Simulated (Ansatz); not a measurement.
Ideal-gas functions of AlFH4NP (`[NH2][Al]([F])[PH2]`) at 298.15 K and 1 bar, from an Ansatz frequency run at PBE0-D4/def2-TZVP.

Molar mass 94.99 g/mol, point group C1 (symmetry number 1), electronic degeneracy 1, moments of inertia 81.41, 187.461, 265.271 u Å². Harmonic wavenumbers (cm⁻¹, unscaled): 97, 133, 199, 211, 358, 394, 400, 550, 606, 665, 794, 898, 1087, 1563, 2397, 2408, 3611, 3704.

Use S(trans) = R[1.5 ln M + 2.5 ln T − 1.1517]; rotational temperatures θ = 24.2544 K / I; S(rot) = R[ln(√π/σ · √(T³/θAθBθC)) + 1.5]; for each mode x = 1.438777 ν̃/T, S = R[x/(eˣ − 1) − ln(1 − e⁻ˣ)] and H = RT x/(eˣ − 1); 1 cm⁻¹ = 0.0119627 kJ/mol; R = 8.31446 J/(mol·K).

Problem. By hand: the entropy, in J/(mol·K).

Solution. Translation 165.6. Rotation: θ = 0.2979, 0.1294, 0.0914 K, giving 111.8. Vibration, mode by mode: 14.70, 12.14, 8.96, 8.51, 4.73, 4.12, 4.03, 2.28, 1.84, 1.47, 0.89, 0.59, 0.28, 0.04, 0.00, 0.00, 0.00, 0.00, in all 64.6. Electronic 0.0. Sum 342.0 J/(mol·K).

Problem. By hand: H − E and G − E in kJ/mol, counted from the electronic energy.

Solution. Zero-point energy ½ × 20075 × 0.0119627 = 120.1; thermal vibration 10.9; translation, rotation and pV give 4 RT = 9.9. H − E = 140.9 kJ/mol, and G − E = 140.9 − 298.15 × 342.0/1000 = 38.9 kJ/mol.

Vibration gives 19 % of the entropy, 26.8 J/(mol·K) of it from the modes under 150 cm⁻¹: soft modes count most, and the harmonic formula is weakest for them. The sum counts one conformer and one mirror image; others add a mixing term.
